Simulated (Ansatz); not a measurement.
Input for Ansatz (a program for electronic structure): R-PBE/def2-TZVPP on BFH4N2 (SMILES NB(N)F), a point of a torsion scan.

Ansatz 0.2 input:
```yaml
crystal:
  periodic: [false, false, false]
  atoms:
    - {symbol: N, position_ang: [1.15103124, -0.52599600, 0.22969928]}
    - {symbol: B, position_ang: [0.13641379, 0.39248787, -0.24144094]}
    - {symbol: N, position_ang: [-1.18649673, 0.01387248, -0.42585492]}
    - {symbol: F, position_ang: [0.43808449, 1.69225286, -0.45295492]}
    - {symbol: H, position_ang: [1.22919964, -0.62295122, 1.22968606]}
    - {symbol: H, position_ang: [2.07225910, -0.24630607, -0.08854253]}
    - {symbol: H, position_ang: [-1.89339730, 0.65398347, -0.74055753]}
    - {symbol: H, position_ang: [-1.50685382, -0.92819603, -0.30352197]}
basis:
  gaussian:
    orbitals: def2-TZVPP
hamiltonian:
  xc: {name: PBE}
scf: {lower_state_search: off}
```

### Question
What total energy does the run end on?

### Answer
-236.5763 hartree.
